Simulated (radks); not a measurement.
Results of a calculation; reference values are marked as such.
Problem. Coherent X-ray form factor from a spherical all-electron density. Level of theory: non-relativistic Kohn-Sham, exchange-only PBE, spin-polarised, spherical densities, point nucleus (a radial shooting solver on a logarithmic mesh with Libxc functionals).

sin(theta)/lambda (1/angstrom),f0 (electrons)
0.05,35.515
0.1,34.168
0.15,32.228
0.2,30.019
0.25,27.814
0.3,25.779
0.4,22.416
0.5,19.806
0.6,17.601
0.8,13.767
1,10.700
1.25,8.138
1.5,6.684
2,5.230

The species is in the configuration that NIST lists as its ground one. Which atom or ion scatters so?

Solution. The strontium ion Sr2+, [Kr]. Extrapolating in s^2 from the first two rows gives f0(0) = 36.0, near the electron count 36; among species with that count, the fall with angle is slower the higher Z, and the table is that of Z = 38; from so few rows the species is fixed only to a neighbour or two.
